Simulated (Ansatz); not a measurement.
Ansatz (a program for electronic structure) input (wB97M-V/def2-TZVPD):

Ansatz 0.2 input:
```yaml
crystal:
  periodic: [false, false, false]
  atoms:
    - {symbol: C, position_ang: [-2.29442262, -0.25118923, -0.06811661]}
    - {symbol: C, position_ang: [-0.88478297, 0.32187421, -0.17788405]}
    - {symbol: C, position_ang: [0.18262404, -0.67248626, 0.25615442]}
    - {symbol: C, position_ang: [1.59628308, -0.16680473, 0.17106325]}
    - {symbol: O, position_ang: [1.91635823, 0.93122581, -0.20432106]}
    - {symbol: H, position_ang: [-2.41174289, -1.13901065, -0.69443671]}
    - {symbol: H, position_ang: [-3.04163400, 0.47833697, -0.38406558]}
    - {symbol: H, position_ang: [-2.52644178, -0.53997002, 0.96000817]}
    - {symbol: H, position_ang: [-0.79692319, 1.22553665, 0.42908523]}
    - {symbol: H, position_ang: [-0.68363692, 0.63387378, -1.20498355]}
    - {symbol: H, position_ang: [0.02375879, -1.00434280, 1.29108168]}
    - {symbol: H, position_ang: [0.13676513, -1.59454366, -0.33894931]}
    - {symbol: H, position_ang: [2.37077985, -0.89805065, 0.48952652]}
basis:
  gaussian:
    orbitals: def2-TZVPD
hamiltonian:
  xc: {name: wB97M-V}
magnetization: {spin_polarized: true, initial_magnetization: 2}
```

End of the output:

```
integrals: 0.23 GiB planned
1288 factors; their error is unknown
integrals: 0.27 GiB planned
520 factors; integrals over basis functions are off by at most 1.6e-5 eV
mean field: 3.01 GiB planned
mean field evaluation 1: about -6315.7899 eV, gradient 3.4e1 eV
mean field evaluation 2: about -6318.0937 eV, gradient 2.7e1 eV
mean field evaluation 4: about -6320.9820 eV, gradient 2.6e0 eV
mean field evaluation 8: about -6321.0449 eV, gradient 1.6e-1 eV
mean field evaluation 16: about -6321.0105 eV, gradient 7.4e-4 eV
mean field -6321.01052842 eV, -232.2928523848 hartree, gradient 3.7e-5 eV, S^2 2.005918; 0 other end points of the search recorded, 0 dependent functions left out
reference -6321.01059340 eV, -232.2928547727 hartree; 21, 19 occupied and 239, 241 virtual orbitals, 1288 factors
Total energy: -6321.01059340 eV, -232.2928547727 hartree
```

This state (charge 0, triplet) is run at the relaxed geometry of the species with charge 0 and multiplicity 1, and is a spin state other than that species' own.
